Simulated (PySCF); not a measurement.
A GIAO shielding run with PySCF 2.14 (density fitting, non-relativistic, gas phase) on SMILES CC(=S)[SiH2]n1cccc1, C$_{6}$H$_{9}$NSSi:

```
$ OMP_NUM_THREADS=1 python probes_run.py task.json out

{"job": {"kind": "nmr", "xc": "PBE0", "basis": "pcSseg-1"}, "charge": 0, "multiplicity": 1}
C     -2.279804     0.612893     0.600002
C     -2.158830    -0.594052    -0.258000
S     -3.200152    -1.837316    -0.109898
Si    -0.797177    -0.661533    -1.584273
N      0.680095    -0.173990    -0.791029
C      1.697778     0.559349    -1.345142
C      2.715887     0.672789    -0.451575
C      2.321763    -0.029295     0.714164
C      1.082248    -0.532784     0.472593
H     -2.493727     1.480306    -0.026958
H     -3.070165     0.500044     1.339860
H     -1.330936     0.810290     1.100751
H     -1.079393     0.347631    -2.605172
H     -0.679845    -2.019123    -2.107416
H      1.602876     0.943733    -2.341024
H      3.640817     1.196411    -0.594046
H      2.894477    -0.139434     1.614054
H      0.445328    -1.129601     1.096692
```

Hardware: 1 thread of an Arm Neoverse V1, shared host. The job also computes population analyses, field gradients, ring-centre shieldings.

**Question.** How large is the calculation?

**Answer.** 82 electrons, 212 basis functions and 1138 auxiliary functions.

**Question.** How long does it take, and how much memory does it need?

**Answer.** 62 s of wall time, with 14 SCF cycles and 5 response iterations; peak memory 0.93 GiB. Times on a shared host scatter by some tens of per cent.
